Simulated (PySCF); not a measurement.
ClH4InN2, SMILES [In]([NH2])([NH2])[Cl].

Coordinates come from a PBE0-D3(BJ)/def2-SVP optimisation. The structure was generated by enumeration; whether it is a known compound was not checked. The def2 effective core potentials stand for the cores of In; spin–orbit coupling is left out. One conformer was computed; it need not be the lowest.

The numbers are results of C-PCM-B3LYP/def2-SVP (PySCF 2.14.0), not measurements.

The values are the electrostatic part of the solvation free energy, E(continuum) − E(gas) at the gas-phase geometry, in a cavity of scaled van der Waals radii (PySCF's table); cavitation and dispersion terms are not included. A continuum can't describe solvent molecules that bind to the metal. In vacuum the orbital gap is 5.32 eV. The dipole moment in vacuum is 3.66 D.

```tsv
solvent	ε	ΔG(elec) (kcal/mol)	dipole (D)	gap (eV)
water	78.36	-9.5	4.67	5.45
acetone	20.49	-9.1	4.63	5.45
dimethylsulfoxide	46.83	-9.4	4.66	5.45
```
